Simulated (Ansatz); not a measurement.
Reaction (cleavage of the B–Si bond): `O[SiH2]B(F)Cl` + H₂Se → `FB(Cl)[SeH]` + `O[SiH3]`

Computed with Ansatz on PBE0-D4/def2-TZVP structures; ΔE is electronic, products minus reactants. CCSD(T)/CBS adds triple-zeta CCSD(T) − MP2 to the extrapolated MP2 energy (def2 sets, frozen cores). Functionals use def2-TZVPP. B3LYP here is the variant with VWN-RPA as its local correlation; programs differ in this. HSE06 is defined as in plane-wave codes. For Se outer-core shells are correlated without core-valence functions, which leaves a few kJ/mol of doubt a bond. Scalar relativity is left out up to krypton. One conformer a species, not always the lowest.

| level | ΔE (kJ/mol) | difference from CCSD(T)/CBS |
| --- | --- | --- |
| LDA (SPW92) | -74.3 | 5.8 |
| PBE-D4 | -73.0 | 7.1 |
| revPBE-D4 | -74.0 | 6.1 |
| BLYP-D4 | -73.7 | 6.4 |
| r2SCAN-D4 | -79.6 | 0.5 |
| PBE0-D4 | -75.7 | 4.4 |
| B3LYP-D4 | -75.8 | 4.3 |
| r2SCANh-D4 | -80.1 | 0.0 |
| r2SCAN0-D4 | -80.6 | -0.5 |
| HSE06-D4 | -75.9 | 4.2 |
| BHLYP-D4 | -78.5 | 1.6 |
| CAM-B3LYP-D4 | -75.2 | 4.9 |
| ωB97M-V | -78.2 | 1.9 |
| B2PLYP | -81.2 | -1.1 |
| PBE-QIDH | -83.2 | -3.1 |
| PBE | -73.6 | 6.5 |
| revPBE | -73.5 | 6.6 |
| BLYP | -74.2 | 5.9 |
| r2SCAN | -80.1 | 0.0 |
| PBE0 | -76.4 | 3.7 |
| B3LYP | -76.5 | 3.6 |
| r2SCANh | -80.5 | -0.4 |
| r2SCAN0 | -81.1 | -1.0 |
| BHLYP | -78.9 | 1.2 |
| CAM-B3LYP | -76.0 | 4.1 |
| LC-ωPBE | -75.2 | 4.9 |
| RPA@PBE/def2-TZVPP | -79.8 | 0.3 |
| HF/def2-SVP | -83.4 | -3.3 |
| MP2/def2-SVP | -92.3 | -12.2 |
| CCSD/def2-SVP | -81.7 | -1.6 |
| HF/def2-TZVPP | -80.3 | -0.2 |
| SCS-MP2/def2-TZVPP | -87.6 | -7.5 |
| CCSD/def2-TZVPP | -79.6 | 0.5 |
| CCSD(T)/def2-TZVPP | -80.4 | -0.3 |
| HF/def2-QZVPP | -79.8 | 0.3 |
| MP2/def2-QZVPP | -90.6 | -10.5 |
| SCS-MP2/def2-QZVPP | -87.0 | -6.9 |
| HF/CBS(def2) | -79.8 | 0.3 |
| MP2/CBS(def2) | -90.7 | -10.6 |
| CCSD/CBS(def2) | -79.3 | 0.8 |
| CCSD(T)/CBS | -80.1 | 0 |

Largest T1 diagnostic among the species: 0.013.

From BLYP to BHLYP (50 % exact exchange), in def2-TZVPP and without D4, ΔE moves by −4.7 kJ/mol. Leaving LDA and LC-ωPBE aside and taking each functional with its dispersion term where it has one, the values spread over 10.1 kJ/mol, from PBE-QIDH to PBE-D4.
